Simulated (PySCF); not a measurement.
## Neon: a sound run and one with changed settings

Sound run: Ne²⁺ [He] 2s2 2p4, Ne³⁺ [He] 2s2 2p3. Computed with PySCF 2.14 in def2-SVP (3s2p1d, 14 functions), with no relativity, point nucleus. In the sound run the correlated levels freeze 1s2. The sound run starts from symmetry-adapted Hartree-Fock orbitals and uses a fine grid where one is needed.

A second run was set up differently.

```csv
species,method,sound run (hartree),changed run (hartree),converged
Ne²⁺,MP2,-126.28419,-126.23683,yes
Ne²⁺,CCSD(T),-126.29761,-126.24203,yes
Ne³⁺,MP2,-123.98506,-123.93481,yes
Ne³⁺,CCSD(T),-123.99811,-123.93676,yes
```

Ionisation energy of Ne²⁺:

```json
{"method": "UHF", "sound run (eV)": "61.863", "changed run (eV)": "61.863"}
{"method": "MP2", "sound run (eV)": "62.563", "changed run (eV)": "62.641"}
{"method": "SCS-MP2", "sound run (eV)": "62.550", "changed run (eV)": "62.738"}
{"method": "CCSD", "sound run (eV)": "62.562", "changed run (eV)": "62.725"}
{"method": "CCSD(T)", "sound run (eV)": "62.573", "changed run (eV)": "62.730"}
```

(1) What was changed?
A. all electrons correlated in a valence basis
B. level shift left on
C. a valence shell is frozen
D. too few SCF iterations

## Answers

(1) C. Freezing a valence shell removes pair correlation that changes on ionisation.
